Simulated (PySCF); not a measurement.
ZrF4, SMILES [F][Zr]([F])([F])[F], multiplicity 1. The structure is a stationary point at B3LYP-D3(BJ)/def2-SVP. The multiplicity is an assumed one; other spin states were not compared. The isomer is the one that the SMILES or the coordinates give; other isomers of the formula were not compared. The def2 effective core potentials stand for the cores of Zr; spin–orbit coupling is left out.

Task: Give the equilibrium geometry at B3LYP-D3(BJ)/def2-SVP (PySCF confirms it by a frequency run) as Cartesian coordinates in Å, and its point group. (An estimate is asked for; the answer gives what the named calculation found.)

Result: point group Td.
```xyz
5

Zr     0.0000     0.0000     0.0000
F     -1.0993     1.0993    -1.0993
F      1.0993     1.0993     1.0993
F      1.0993    -1.0993    -1.0993
F     -1.0993    -1.0993     1.0993
```
Charge 0, spin multiplicity 1.
